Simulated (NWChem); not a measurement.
BeNH$_{2}$Cl; SMILES [NH2][Be][Cl]

```xyz
5

Be     0.0006     0.5382     0.0000
Cl     0.0014    -1.2805     0.0000
N     -0.0007     2.0308     0.0000
H     -0.0052     2.6197    -0.8260
H     -0.0052     2.6197     0.8260
```
Atoms are numbered in this order, from 1.

Computed with NWChem. Pople sets run with spherical d functions. STO-3G and 3-21G are far too small for this property and stand as cheap habits. Structure relaxed at the PBE0/def2-SVP level. Field at 589 nm.

```json
[
 {"level": "B3LYP/STO-3G", "isotropic polarisability (bohr³)": "15.8", "anisotropy (bohr³)": "24.9"},
 {"level": "B3LYP/6-31G*", "isotropic polarisability (bohr³)": "28.1", "anisotropy (bohr³)": "22.0"},
 {"level": "B3LYP/def2-SVP", "isotropic polarisability (bohr³)": "28.6", "anisotropy (bohr³)": "20.8"},
 {"level": "B3LYP/def2-SVPD", "isotropic polarisability (bohr³)": "…", "anisotropy (bohr³)": "16.5"},
 {"level": "B3LYP/aug-cc-pVDZ", "isotropic polarisability (bohr³)": "39.8", "anisotropy (bohr³)": "16.9"},
 {"level": "B3LYP/def2-TZVPD", "isotropic polarisability (bohr³)": "40.5", "anisotropy (bohr³)": "16.4"}
]
```

Task: Some entries are withheld; supply them.

Result: 
- B3LYP/def2-SVPD, isotropic polarisability (bohr³): 39.3
